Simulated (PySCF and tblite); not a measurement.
The numbers below are computed, except where a source is named.
C10H16, numbered as in [CH3:1][CH:2]([CH3:3])[C:4]1=[CH:5][C@H:6]2[CH2:7][CH2:8][C@@H:9]1[CH2:10]2. Conformers came from 60 starts (ETKDG and KDG, MMFF94s, GFN2-xTB); geometries are GFN2-xTB. Energies: PBE0-D3(BJ)/pcSseg-1, with GFN2-xTB thermal terms (modes under about 100 cm⁻¹ blended into free rotors). Symmetry numbers and mirror images are counted. Conformers within 3 kcal/mol (GFN2-xTB free energy) were kept, 7 at most. GIAO shieldings: PBE0/pcSseg-1. Shifts are against TMS (¹H), TMS (¹³C) at the same level. Programs: PySCF with density fitting and tblite.

Torsions listed: C1–C2–C4–C9. The 5-ring runs over atoms 4–5–6–10–9. The 5-ring runs over atoms 6–7–8–9–10.

```tsv
conformer	shape	point group	mirror pair	ΔE(DFT)	Δ(G−E) at 230 K	δ C3 (ppm)
1	5-ring envelope (ring torsions 34, -50, 51, -34, 0°); 5-ring envelope (ring torsions 0, 37, -58, 58, -36°); 64°	C1	no	0.00	0.00	21.9
2	5-ring envelope (ring torsions 34, -50, 50, -34, 0°); 5-ring envelope (ring torsions 0, 36, -58, 58, -37°); 160°	C1	no	0.09	-0.20	25.2
```

Energies in kcal/mol; the thermal term leaves out symmetry numbers and mirror images.

(1) Work out the weights at 230 K and the ¹³C shift of C3 under fast exchange.

Answers

(1) RT = 0.457 kcal/mol. Each conformer gets RT ln(σ/g), with σ the rotational symmetry number and g = 2 for a mirror pair: 1: σ = 1, g = 1, G = 0.00 + 0.00 + 0.00 = 0.00, 0.11 above the lowest, exp(−ΔG/RT) = 0.782; 2: σ = 1, g = 1, G = 0.09 − 0.20 + 0.00 = -0.11, 0.00 above the lowest, exp(−ΔG/RT) = 1.000. The sum is 1.782, so the weights are 43.8, 56.2 %. The averaged shift is 23.7 ppm. At 298.15 K it is 23.7 ppm. At 298.15 K the leading conformer alone gives 25.2 ppm and bare DFT energies give 23.4 ppm.
